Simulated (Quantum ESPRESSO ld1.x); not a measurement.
Values are calculated unless marked as measured or tabulated.
Task: These are the eigenvalues of the occupied orbitals of an atom or ion with whole-number occupations (eV). Level of theory: scalar-relativistic Kohn-Sham, LDA (Slater exchange, VWN5 correlation), spin-polarised, spherical densities, point nucleus (ld1.x of Quantum ESPRESSO 7.5).

orbital  eigenvalue
1s up      -22080.9
1s down    -22061.9
2s up      -4819.95
2s down    -4793.13
2p up      -4577.13
2p down    -4544.77

Which element is it, and in what charge state? The configuration may be excited. Open shells, if any, are filled with parallel spins first.

Result: Z = 42, molybdenum, charge +34: Mo34+ in [He] 2s2 2p4. The list shows which subshells hold electrons but not how many an open one holds; the 1s level, -811.46 hartree, gives Z - s = 40.3 by -(Z - s)^2/2, which with screening and relativity narrows Z to a few neighbours, and the depths of the outer levels then fix element, charge and occupations together.
